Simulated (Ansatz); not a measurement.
`C=C[SiH](F)Br` + `C=[CH][InH][F]` → `C=C[SiH](Br)C=C` + `[F][InH][F]`  (redistribution)

Computed with Ansatz on PBE0-D4/def2-TZVP structures; ΔE is electronic, products minus reactants. CCSD(T)/CBS adds triple-zeta CCSD(T) − MP2 to the extrapolated MP2 energy (def2 sets, frozen cores). Functionals use def2-TZVPP. Elements past krypton have def2 core potentials. For Br, In outer-core shells are correlated without core-valence functions, which leaves a few kJ/mol of doubt a bond. Scalar relativity is left out up to krypton. One conformer a species, not always the lowest.

`C=C[SiH](F)Br`:

Z-matrix (Å, degrees):
```
Si
C 1 1.837
Br 1 2.210 2 110.5
F 1 1.593 2 110.8 3 -118.1
H 1 1.477 2 111.3 3 121.2
C 2 1.331 1 120.4 3 -121.4
H 2 1.088 1 120.2 3 57.5
H 6 1.086 2 122.2 1 179.2
H 6 1.087 2 121.8 1 -0.7
```

`C=[CH][InH][F]`:

Cartesian coordinates in Å:
```
C -0.954 0.778 0.705
C 0.339 0.675 0.407
In 0.967 -0.928 -0.811
F -0.682 -1.933 -1.213
H -1.685 0.062 0.340
H -1.336 1.584 1.329
H 1.036 1.414 0.793
H 2.316 -1.651 -1.549
```

`C=C[SiH](Br)C=C`:

Cartesian coordinates in Å:
```
C -2.425 -0.896 0.593
C -1.343 -0.794 -0.171
Si -0.179 0.649 -0.212
Br -0.923 2.207 1.203
C 1.542 0.163 0.265
C 2.577 0.348 -0.551
H -2.719 -0.099 1.270
H -3.061 -1.776 0.573
H -1.096 -1.626 -0.832
H -0.129 1.262 -1.563
H 1.712 -0.300 1.235
H 3.587 0.050 -0.283
H 2.458 0.812 -1.527
```

`[F][InH][F]`:

Z-matrix (Å, degrees):
```
In
F 1 1.935
F 1 1.935 2 106.8
H 1 1.681 2 126.6 3 180.0
```

```csv
level,ΔE (kJ/mol)
BLYP,64.8
PBE0,65.0
MP2/def2-SVP,46.4
HF/CBS(def2),71.9
```

Question: What does CCSD(T)/CBS give? (An estimate is asked.)

Answer: The calculation gave: +67.0 kJ/mol. The listed levels differ from it by -2.2, -2.0, -20.6, 4.9 kJ/mol.

Question: What do rigid-rotor, harmonic-oscillator terms from PBE0-D4/def2-TZVP frequencies (298.15 K, 1 bar) make of the CCSD(T)/CBS value? (Best estimate.)

Answer: Ansatz gave: ΔZPE = -1.1 kJ/mol, ΔH = +66.2 kJ/mol, ΔS = -6 J/(mol·K), ΔG = +67.9 kJ/mol.

Largest T1 diagnostic among the species: 0.017.

From PBE to PBE0 (25 % exact exchange), in def2-TZVPP and without D4, ΔE moves by +5.0 kJ/mol. At CCSD(T), def2-SVP lies −16.6 kJ/mol from the extrapolated value and def2-TZVPP +4.1 kJ/mol.
